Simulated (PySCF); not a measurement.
**Radial density of Pb⁷⁶⁺ (lead, charge +76)**

M06, [He] 2s2 2p2, high-spin 3P determinant. All numbers are calculated (PySCF 2.14, the spin-free X2C one-electron Hamiltonian (Gaussian nucleus), in an uncontracted even-tempered set (18 s from 59 bohr⁻², ratio 2.2; 13 p from 76 bohr⁻², ratio 2.2; 5 d from 280 bohr⁻², ratio 2.4; 5 f from 420 bohr⁻², ratio 2.4; 4 g from 630 bohr⁻², ratio 2.4)).

```csv
r (bohr),4πr²ρ (e/bohr),4πr²(ρα − ρβ)
0.0131,98.82,5.0722
0.0221,60.44,15.5245
0.0372,57.85,30.1945
0.0625,58.49,26.4517
0.105,14.18,5.9560
0.177,0.2949,0.1327
0.297,0.0001406,0.0001
```

Densities and radii are taken from the X2C orbitals without a picture-change correction, which distorts them close to the nucleus.

Spin-orbit coupling is strong in this species (close to jj coupling), so the high-spin LS determinant is a model state, not a physical level.
